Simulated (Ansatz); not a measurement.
Process, species as SMILES: [Br][Fe][Br] (quintet) -> [Fe][Br] (sextet) + Br atom (the Br-Fe bond at the site shown breaks; other sites are not compared here)
Structures are relaxed separately at B3LYP-D3(BJ)/def2-TZVP in Ansatz (a first-principles code). [Br][Fe][Br] (quintet): The spin state was set by rule; other spins were not relaxed. [Fe][Br] (sextet): The spin state was set by rule; other spins were not relaxed. A spin state is the lowest found, not a proven ground state.

Wanted: bond dissociation energy (electronic energy difference), in kcal/mol. Cores are frozen in the correlated levels unless marked. UHF or UKS for open shells. No spin-orbit coupling. The frozen core is the preceding noble-gas configuration, with the filled d and f shells of earlier blocks. No relativistic terms. CBS marks a two-point X^-3 extrapolation of the correlation energy; Hartree-Fock from the larger set. The bracket is a focal-point correction in the basis named.

| level | program | bond dissociation energy (kcal/mol) |
|---|---|---|
| revPBE-D3(BJ)/def2-TZVPD | Ansatz + dftd3 | 99.7 |

Q: Estimate the value at RI-MP2/CBS(def2-TZVPPD,def2-QZVPPD)+[CCSD(T)-MP2]/def2-TZVPPD as computed with Ansatz.

A: 99.2 kcal/mol
